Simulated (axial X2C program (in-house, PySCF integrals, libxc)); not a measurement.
## Nuclear properties of MoB⁻

Calculated with an in-house all-electron X2C program for linear molecules (integrals from PySCF): two-component X2C with atomic mean-field Coulomb and Gaunt terms, Gaussian nuclei, basis Mo dyall-acv3z, B dyall-av3z with contracted cores.

R = 1.956 Å (near the PBE0 minimum at charge -1 of the determinant lowest at the starting distance; the state shown can have its own minimum elsewhere).

Input and command:
```json
{"zs": [42, 5], "q": -1, "bas": ["dyall-acv3z", "dyall-av3z"], "r0": 2.23, "levels": ["PBE0", "HF", "PBE50", "B3LYP", "BHandHLYP"], "nst": 3}
```
```bash
python soeom.py task.json out
```

Keys: zs atomic numbers; q charge; bas basis sets; r0 starting distance in Å; levels methods; nst determinants followed.

Determinant lowest in the PBE0 search, Ω = 2 (⟨Sz⟩ = 2.00, ⟨Lz⟩ = 0.00 at PBE0), spin on the atoms Mo 2.19, B -0.19:

| level | Eeff magnitude (GV/cm) | Ws magnitude Mo (kHz) | A∥/gI Mo (MHz) | qzz Mo (a.u.) | A∥/gI B (MHz) | qzz B (a.u.) |
| --- | --- | --- | --- | --- | --- | --- |
| PBE0 | 2.7 | 0.666 | 525 | -0.36 | 23 | 0.13 |
| HF | 3.63 | 0.898 | 68.1 | -0.24 | 8.47 | 0.25 |
| PBE50 | 3.03 | 0.749 | 442 | -0.22 | 20.2 | 0.15 |
| B3LYP | 2.74 | 0.666 | 562 | -0.46 | 24.8 | 0.12 |
| BHandHLYP | 3.12 | 0.764 | 455 | -0.25 | 19.7 | 0.15 |

Eeff is the effective electric field on the electron electric dipole moment in this Ω state and Ws the scalar–pseudoscalar constant of the nucleus named (defined with the proton number Z and per Ω); A∥ (defined per Ω) follows by multiplying with gI = μI/(I μN); qzz is the electric field gradient, eQq0 = 234.96 MHz × Q/barn × qzz. The operators were transformed with the bare-nucleus X2C matrices; with these basis sets, hyperfine constants and field gradients can be off by tens of per cent, and where levels differ in sign neither size nor sign is settled.

Each state is one determinant with collinear spin, which with several unpaired electrons need not be a pure state. Unrestricted Hartree–Fock can overshoot spin polarisation at the nuclei. For an anion, determinants above electron detachment, or with a positive highest level, are held by the basis set. This is the top spin component of a Σ state; components of lower Ω are not single determinants and can lie lower. With several open shells hyperfine constants can be off by a factor of several. Open-shell Ω = 0 determinants with evenly filled partner blocks cannot be reached by this program, so the Ω shown need not be the lowest component. States lie within half an eV, so the first need not be the ground state. Further determinants of the search, some of them spin-mixed, are not shown. Where a field gradient or hyperfine factor spreads by more than a factor of two over the levels, a constant derived from it is not to be relied on.
